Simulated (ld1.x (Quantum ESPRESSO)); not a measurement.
## Logarithmic derivatives: Nb (Z = 41), RRKJ

ld1.x (Quantum ESPRESSO) 7.5 input, shortened:

```
&input
   title='Nb', zed=41., rel=1, dft='PBESOL', iswitch=3,
   config='[Kr] 4d4 5s0.75 5p0.25'
 /
 &inputp
   pseudotype=2, tm=.false., rho0=0.005, lloc=-1, rcloc=1.95,
   nlcc=.true., new_core_ps=.true., rcore=2.45
 /
3
5S  1  0   0.75   0.00  3.15  3.15  0.0
5P  2  1   0.25   0.00  4.20  4.20  0.0
4D  3  2   4.00   0.00  2.55  2.55  0.0
 &test
   configts(1)='4d4 5s0.75 5p0.25'
 /
```

The phase is arctan(r·u′/u) with u = r·R(r), unwrapped; energies in Ry, scanned from -2 to 5 Ry. A pole is an energy at which the radial function vanishes at the test radius. The pseudo phase is shifted by a multiple of π to meet the all-electron one at the reference energy, and phase errors are pseudo minus all-electron; the curves can meet again beyond the range given. Levels narrower than the energy grid can be missing from the lists of poles.

| channel | radius (bohr) | reference energy (Ry) | poles, all-electron | poles, pseudo | unbroken range about the reference energy with phases within 0.05 rad | phase error 1 Ry above the reference energy (rad) |
| --- | --- | --- | --- | --- | --- | --- |
| s | 4.56 | -0.31 | -0.01, 2.47 | -0.01, 2.31, 4.89 | below 0.9 | -0.008 |
| p | 4.56 | -0.09 | 0.49, 3.11 | -0.21, 0.50, 3.11 | -0.2 to 1.3 | +0.013 |
| d | 4.56 | -0.25 | -0.19, 1.49, 4.34 | -0.19, 1.52, 4.55 | below 2.4 | +0.020 |

Note: ghost states, extra bound levels that the all-electron valence spectrum of the same l lacks: s at -36.6 eV, p at -2.85 eV. A true bound ghost makes a file unfit for plane-wave use.

Phases in the s channel:

```
E (Ry)  all-electron  pseudo
 -2.00         1.399   1.399
 -1.76         1.384   1.384
 -1.52         1.364   1.365
 -1.28         1.336   1.336
 -1.04         1.291   1.291
 -0.80         1.202   1.202
 -0.56         0.906   0.906
 -0.32        -0.925  -0.925
 -0.08        -1.514  -1.514
  0.16        -1.661  -1.661
  0.40        -1.764  -1.765
  0.64        -1.902  -1.909
  0.88        -2.240  -2.276
  1.12        -3.482  -3.613
  1.36        -4.292  -4.337
  1.60        -4.505  -4.530
  1.84        -4.598  -4.618
  2.08        -4.653  -4.672
  2.32        -4.692  -4.714
  2.56        -4.723  -4.751
  2.80        -4.753  -4.793
  3.04        -4.784  -4.852
  3.28        -4.820  -4.971
  3.52        -4.872  -5.486
  3.76        -4.964  -7.334
  4.00        -5.196  -7.659
  4.24        -6.278  -7.753
  4.48        -7.382  -7.802
  4.72        -7.617  -7.835
  4.96        -7.707  -7.862
```
